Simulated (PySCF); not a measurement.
ClH5OSi2.

```xyz
9

Si    -2.0234     0.2040    -0.4873
O     -0.4345     0.4813    -0.9215
Si     1.1302     0.2806    -0.4544
Cl     1.1669    -0.7097     1.3758
H     -2.2703    -1.2581    -0.3481
H     -2.8820     0.7588    -1.5661
H     -2.3302     0.8845     0.8014
H      1.7778     1.6015    -0.2756
H      1.8493    -0.5554    -1.4444
```
Charge 0, spin multiplicity 1.

Geometry optimised at B3LYP-D3(BJ)/def2-SVP. One conformer was computed; it need not be the lowest.

Calculation: KT2/pcSseg-1 in PySCF. Non-relativistic, no solvent.

Problem. Give the absolute GIAO shielding of each atom: isotropic value and principal components (ppm). (The exact figures need the calculation; the answer reports its results.)

Solution. 
| atom | σ(iso) | σ11 | σ22 | σ33 | span |
|---|---|---|---|---|---|
| Si1 | 394.8 | 353.7 | 356.7 | 473.9 | 120.2 |
| O2 | 288.0 | 219.6 | 271.2 | 373.2 | 153.6 |
| Si3 | 372.6 | 350.2 | 361.0 | 406.7 | 56.5 |
| Cl4 | 879.7 | 687.3 | 940.6 | 1011.1 | 323.8 |
| H5 | 26.0 | 22.7 | 24.7 | 30.6 | 7.9 |
| H6 | 26.2 | 23.0 | 24.4 | 31.0 | 8.0 |
| H7 | 26.0 | 22.7 | 24.7 | 30.6 | 7.9 |
| H8 | 25.6 | 21.7 | 23.8 | 31.1 | 9.4 |
| H9 | 25.6 | 21.7 | 23.8 | 31.1 | 9.4 |
